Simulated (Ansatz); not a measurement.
`[CH3][GaH][CH3]` + H₂S → `[CH3][GaH-]([CH3])[SH2+]`  (adduct formation)

Computed with Ansatz on PBE0-D4/def2-TZVP structures; ΔE is electronic, products minus reactants. CBS: MP2 limit from def2 TZ/QZ plus the TZ coupled-cluster correction, frozen cores. This one scheme is used for every species. DFT in def2-TZVPP. For Ga outer-core shells are correlated without core-valence functions, which leaves a few kJ/mol of doubt a bond. Scalar relativity is left out up to krypton. One conformer a species, not always the lowest.

`[CH3][GaH][CH3]`:

```xyz
10

C    -1.328   -0.894    0.641
Ga   -0.273    0.105   -0.691
C     1.497    0.828   -0.212
H    -0.991   -1.937    0.652
H    -2.394   -0.895    0.413
H    -1.177   -0.499    1.649
H    -0.847    0.328   -2.145
H     1.364    1.798    0.280
H     2.133    0.987   -1.084
H     2.017    0.179    0.496
```

H₂S:

Z-matrix (Å, degrees):
```
S
H 1 1.341
H 1 1.341 2 92.3
```

`[CH3][GaH-]([CH3])[SH2+]`:

Z-matrix (Å, degrees):
```
C
Ga 1 1.987
H 1 1.093 2 112.4
H 1 1.093 2 111.9 3 122.5
H 1 1.094 2 109.5 3 -118.9
C 2 1.984 1 119.3 3 -161.9
S 2 2.661 1 98.1 3 -59.3
H 2 1.585 1 118.5 3 38.2
H 6 1.093 2 112.0 1 38.5
H 6 1.094 2 109.4 1 -80.2
H 6 1.092 2 112.1 1 160.9
H 7 1.344 2 97.6 1 -42.2
H 7 1.343 2 95.8 1 51.2
```

(1) Is it downhill or uphill in electronic energy at CCSD(T)/CBS, and by how much? (An estimate is asked.)

(2) What do these levels give: PBE0-D4, PBE-QIDH, r2SCAN, LC-ωPBE, CCSD/def2-SVP, MP2/def2-TZVPP? (Estimate.)

Largest T1 diagnostic among the species: 0.011.

## Answers

(1) The calculation gave: Downhill: ΔE = -0.39 eV.

(2) Ansatz gave: PBE0-D4 -0.45, PBE-QIDH -0.41, r2SCAN -0.43, LC-ωPBE -0.33, CCSD/def2-SVP -0.42, MP2/def2-TZVPP -0.45 eV.

The D4 term adds −0.17 eV with B3LYP and −0.10 eV with PBE0; it sums over pairs of atoms, weighted by their polarisabilities, and B3LYP, whose exchange is more repulsive, gets the larger term. In def2-TZVPP, CCSD(T) changes the Hartree–Fock value by −0.30 eV (the triples alone add −0.05 eV) and MP2 by −0.33 eV. From BLYP to BHLYP (50 % exact exchange), in def2-TZVPP and without D4, ΔE moves by −0.08 eV.

B3LYP here is the variant with VWN-RPA as its local correlation; programs differ in this.
